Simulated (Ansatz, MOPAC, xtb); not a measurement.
The molecule Cl$_{2}$+, multiplicity 2 (lowest of 2S+1 = 2, 4 at CCSD(T)/def2-TZVPP on PBE0 minima; our sources give no spin for the ground state, which may be another).

The constants come from a fifth-degree fit in 1/R (seven points, main isotopes). Runs in def2 and cc sets follow the lowest solution found near the PBE0 minimum.

Run with Ansatz (Gaussian orbitals); MOPAC for AM1, PM3, PM6, PM7 (differences of heats of formation); xtb for the GFN methods. Each number belongs to the level named beside it. The GFN methods have no spin term and hold the electronic entropy of 300 K.

```json
[
 {"level": "AM1", "r_e (Å)": "1.865", "ω_e (cm⁻¹)": "859", "ω_e x_e (cm⁻¹)": "3.3", "B_e (cm⁻¹)": "0.277"},
 {"level": "PM3", "r_e (Å)": "1.995", "ω_e (cm⁻¹)": "606", "ω_e x_e (cm⁻¹)": "1.9", "B_e (cm⁻¹)": "0.242"},
 {"level": "PM6", "r_e (Å)": "1.892", "ω_e (cm⁻¹)": "653", "ω_e x_e (cm⁻¹)": "2.2", "B_e (cm⁻¹)": "0.269"},
 {"level": "PM7", "r_e (Å)": "1.933", "ω_e (cm⁻¹)": "698", "ω_e x_e (cm⁻¹)": "2.6", "B_e (cm⁻¹)": "0.258"},
 {"level": "GFN1-xTB", "r_e (Å)": "1.897", "ω_e (cm⁻¹)": "600", "ω_e x_e (cm⁻¹)": "1.4", "B_e (cm⁻¹)": "0.268"},
 {"level": "GFN2-xTB", "r_e (Å)": "1.961", "ω_e (cm⁻¹)": "517", "ω_e x_e (cm⁻¹)": "1.00", "B_e (cm⁻¹)": "0.251"},
 {"level": "SVWN5/def2-TZVPP", "r_e (Å)": "1.894", "ω_e (cm⁻¹)": "648", "ω_e x_e (cm⁻¹)": "2.4", "B_e (cm⁻¹)": "0.269"},
 {"level": "PBE/def2-TZVPP", "r_e (Å)": "1.914", "ω_e (cm⁻¹)": "624", "ω_e x_e (cm⁻¹)": "2.5", "B_e (cm⁻¹)": "0.263"},
 {"level": "r2SCAN/def2-TZVPP", "r_e (Å)": "1.898", "ω_e (cm⁻¹)": "649", "ω_e x_e (cm⁻¹)": "2.5", "B_e (cm⁻¹)": "0.268"},
 {"level": "B97M-V/def2-TZVPP", "r_e (Å)": "1.889", "ω_e (cm⁻¹)": "658", "ω_e x_e (cm⁻¹)": "2.7", "B_e (cm⁻¹)": "0.270"},
 {"level": "B3LYP/def2-TZVPP", "r_e (Å)": "1.910", "ω_e (cm⁻¹)": "635", "ω_e x_e (cm⁻¹)": "2.4", "B_e (cm⁻¹)": "0.264"},
 {"level": "PBE0/def2-TZVPP", "r_e (Å)": "1.884", "ω_e (cm⁻¹)": "678", "ω_e x_e (cm⁻¹)": "2.4", "B_e (cm⁻¹)": "0.272"},
 {"level": "BHLYP/def2-TZVPP", "r_e (Å)": "1.879", "ω_e (cm⁻¹)": "692", "ω_e x_e (cm⁻¹)": "2.3", "B_e (cm⁻¹)": "0.273"},
 {"level": "CAM-B3LYP/def2-TZVPP", "r_e (Å)": "1.889", "ω_e (cm⁻¹)": "675", "ω_e x_e (cm⁻¹)": "2.2", "B_e (cm⁻¹)": "0.270"},
 {"level": "wB97X-V/def2-TZVPP", "r_e (Å)": "1.877", "ω_e (cm⁻¹)": "703", "ω_e x_e (cm⁻¹)": "2.3", "B_e (cm⁻¹)": "0.274"},
 {"level": "wB97M-V/def2-TZVPP", "r_e (Å)": "1.886", "ω_e (cm⁻¹)": "688", "ω_e x_e (cm⁻¹)": "2.2", "B_e (cm⁻¹)": "0.271"},
 {"level": "B2PLYP/def2-TZVPP", "r_e (Å)": "1.904", "ω_e (cm⁻¹)": "637", "ω_e x_e (cm⁻¹)": "2.7", "B_e (cm⁻¹)": "0.266"},
 {"level": "CCSD/aug-cc-pV(T+d)Z", "r_e (Å)": "1.896", "ω_e (cm⁻¹)": "662", "ω_e x_e (cm⁻¹)": "2.5", "B_e (cm⁻¹)": "0.268"},
 {"level": "CCSD/def2-TZVPP", "r_e (Å)": "1.894", "ω_e (cm⁻¹)": "664", "ω_e x_e (cm⁻¹)": "2.6", "B_e (cm⁻¹)": "0.269"},
 {"level": "CCSD/aug-cc-pV(Q+d)Z", "r_e (Å)": "1.886", "ω_e (cm⁻¹)": "675", "ω_e x_e (cm⁻¹)": "2.6", "B_e (cm⁻¹)": "0.271"},
 {"level": "CCSD/def2-QZVPP", "r_e (Å)": "1.885", "ω_e (cm⁻¹)": "676", "ω_e x_e (cm⁻¹)": "2.6", "B_e (cm⁻¹)": "0.271"},
 {"level": "CCSD(T)/aug-cc-pV(T+d)Z", "r_e (Å)": "1.909", "ω_e (cm⁻¹)": "632", "ω_e x_e (cm⁻¹)": "2.8", "B_e (cm⁻¹)": "0.264"},
 {"level": "CCSD(T)/def2-TZVPP", "r_e (Å)": "1.907", "ω_e (cm⁻¹)": "635", "ω_e x_e (cm⁻¹)": "2.8", "B_e (cm⁻¹)": "0.265"},
 {"level": "CCSD(T)/aug-cc-pV(Q+d)Z", "r_e (Å)": "1.898", "ω_e (cm⁻¹)": "646", "ω_e x_e (cm⁻¹)": "2.9", "B_e (cm⁻¹)": "0.268"},
 {"level": "CCSD(T)/def2-QZVPP", "r_e (Å)": "1.898", "ω_e (cm⁻¹)": "647", "ω_e x_e (cm⁻¹)": "2.9", "B_e (cm⁻¹)": "0.268"},
 {"level": "CCSD(T)/CBS(aug-cc-pV(T+d)Z, aug-cc-pV(Q+d)Z)", "r_e (Å)": "1.892", "ω_e (cm⁻¹)": "654", "ω_e x_e (cm⁻¹)": "2.9", "B_e (cm⁻¹)": "0.269"},
 {"level": "CCSD(T)/CBS(def2-TZVPP, def2-QZVPP)", "r_e (Å)": "1.893", "ω_e (cm⁻¹)": "654", "ω_e x_e (cm⁻¹)": "2.9", "B_e (cm⁻¹)": "0.269"}
]
```

Cores are frozen in the correlated methods. CBS: X⁻³ extrapolation of the correlation energy, Hartree–Fock from the larger set. The state reached by AM1, PM3, PM6, PM7 isn't checked; PM7 holds dispersion and hydrogen-bond terms.

Doubts at one or more of the structures used: other coupled-cluster roots lie near (CCSD/aug-cc-pV(T+d)Z, CCSD/def2-TZVPP, CCSD/aug-cc-pV(Q+d)Z, CCSD/def2-QZVPP, CCSD(T)/aug-cc-pV(T+d)Z, CCSD(T)/def2-TZVPP, CCSD(T)/aug-cc-pV(Q+d)Z, CCSD(T)/def2-QZVPP, CCSD(T)/CBS(aug-cc-pV(T+d)Z, aug-cc-pV(Q+d)Z), CCSD(T)/CBS(def2-TZVPP, def2-QZVPP)).

Measured for the ground state: r_e 1.8914 Å, ω_e 645.61 cm-1, ω_e x_e 3.015 cm-1, B_e 0.2695 cm-1, α_e 0.00164 cm-1 [Irikura, J. Phys. Chem. Ref. Data 36, 389 (2007)].

Ansatz is a first-principles code.
